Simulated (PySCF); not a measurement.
**Simulated characterisation data**

- geometry from PBE0-D3(BJ)/def2-SVP
- shielding tensors at PBE0/pcSseg-1 (GIAO)
- B3LYP/pcJ-1 coupling constants (spin–dipole term left out of most H,H and C,H couplings)
- code: PySCF 2.14.0 with density-fitted response routines
- gas phase, relativity neglected, one conformer, one averaged value for each set of equivalent atoms

Shifts are taken against calculated references (same method and geometry level): TMS for ¹H (σref 31.27), ¹³C (σref 184.41). Multiplet labels drop J under 1 Hz and among equivalent protons, and merge close values. Unscaled 3J(H,H) run several per cent high. Shifts are as computed. Against solution values, carbons near 30 ppm lie about +2 ppm off and those near 130 ppm about +5 ppm. Of 1211 compounds with measured shifts, 218 miss one by over three times the rms of a fit or turn the order of signals round; such compounds aren't used in these exercises.

**1.** SMILES C1C(OC)=CC(=O)C1, C₆H₈O₂. ¹H NMR (400 MHz, computed): δ 5.15 (t, J = 1.7 Hz, 1H), 3.70 (s, 3H), 2.37 (m, 2H), 2.18 (m, 2H). ¹³C{¹H} NMR (computed): δ 202.0 (C), 195.2 (C), 108.0 (CH), 57.5 (CH3), 35.3 (CH2), 30.1 (CH2).

**2.** `COC(=O)c1ccon1`, C₅H₅NO₃. ¹H NMR (400 MHz, computed): δ 8.42 (d, J = 2.0 Hz, 1H), 7.02 (d, J = 2.0 Hz, 1H), 3.92 (s, 3H). ¹³C{¹H} NMR (computed): δ 165.8, 163.9, 159.4, 112.1, 52.5.
